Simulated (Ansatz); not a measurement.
# Ligand exchange: Hf(CH3)Cl3 + CHBr2Cl → HfCl4 + C2H4Br2

Species: Hf(CH3)Cl3, singlet; CHBr2Cl (chlorodibromomethane) `ClC(Br)Br`, singlet; HfCl4 (hafnium tetrachloride) `[Cl][Hf]([Cl])([Cl])[Cl]`, singlet; C2H4Br2 `CC(Br)Br`, singlet. The partners trade CH3 for Cl: Hf–CH3 and C–Cl bonds give way to Hf–Cl and C–CH3.

Shapes, held fixed at every level: PBE0-D4/def2-TZVP. Programs: Ansatz 0.2.0. The zero-point and thermal change to 298 K, harmonic and unscaled (PBE0-D4/def2-TZVP), is +10.0 kJ/mol.

| level | kind | ΔH(298 K) (kJ/mol) | less CCSD(T)/def2-TZVPP |
| --- | --- | --- | --- |
| HF/def2-SVP | Hartree–Fock | -277.6 | -33.1 |
| HF/def2-TZVPP | Hartree–Fock | -264.2 | -19.7 |
| r2SCAN-D4/def2-TZVPP | meta-GGA | -242.5 | +2.0 |
| r2SCAN0-D4/def2-TZVPP | global hybrid | -247.5 | -3.0 |
| B2PLYP/def2-TZVPP | double hybrid | -244.6 | -0.1 |
| CCSD/def2-SVP | coupled cluster or CI | -260.6 | -16.1 |
| CCSD(T)/def2-TZVPP | coupled cluster or CI | -244.5 | 0.0 |

The highest level, CCSD(T)/def2-TZVPP, gives ΔH(298 K) = -244.5 kJ/mol; the levels span -277.6 to -242.5. The column of differences is taken from that level and isn't an error. No measured value is set beside it here. For atoms past krypton def2 sets carry core potentials with scalar relativity. Relativity is left out for Br unless named. Correlated rows may include outer-core shells of Br, Hf, which these sets cover unevenly.
